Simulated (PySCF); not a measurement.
Species: CH7B2OP.
Bonds: B1–P2, P2–B3, B3–O4, O4–C5. Hydrogens: H6, H7 on B1; H8 on P2; H9 on B3; H10, H11, H12 on C5.

Method: core-valence-separated Tamm–Dancoff BHandHLYP/aug-pcX-1 (pcseg-1 on H, def2-SVPD on P) in PySCF, non-relativistic, gas phase, PBE0-D3(BJ)/def2-SVP geometry.

Computed carbon K-edge spectrum, Gaussian lines of 0.8 eV full width, highest printed point 100; it ends one width below the last computed root. No shift to experiment was applied.

```
photon energy (eV)  absorption
             285.7           1
             285.8           1
             285.9           3
             286.0           5
             286.1          10
             286.2          16
             286.3          25
             286.4          35
             286.5          46
             286.6          54
             286.7          60
             286.8          62
             286.9          61
             287.0          57
             287.1          54
             287.2          52
             287.3          54
             287.4          61
             287.5          71
             287.6          83
             287.7          94
             287.8         100
             287.9         100
             288.0          93
             288.1          81
             288.2          65
             288.3          49
             288.4          35
             288.5          24
             288.6          16
```

Task: Where are the maxima, and which lines make them up?

Result: 2 maxima:
- 286.8 eV: C5 (methoxy carbon), 286.73 eV, f = 0.037, 85 % of the height at the exact maximum
- 287.8 eV: C5 (methoxy carbon), 287.79 eV, f = 0.036, 51 % of the height at the exact maximum; C5 (methoxy carbon), 287.94 eV, f = 0.031, 44 % of the height at the exact maximum

Further lines of some strength in the range: C5, 287.07 eV, f = 0.003; C5, 287.25 eV, f = 0.007; C5, 288.37 eV, f = 0.004.

Roots within 0.03 eV on the same or equivalent atoms count as one line; shares under 12 % aren't listed.

Vibrational structure and lifetime widths aren't in the curve. The ionisation threshold wasn't computed; near and above it a finite basis only mimics Rydberg series and continuum.

On one thread, Intel Xeon Platinum 8259CL at 2.50 GHz (x86_64), shared host, this took 15 s wall and 0.79 GiB of memory at its peak.

Shape of the structure used: `[BH2:1][PH:2][BH:3][O:4][CH3:5]`: B1–P2–B3–O4 -152°, P2–B3–O4–C5 -178°.

One conformer stands for the species.
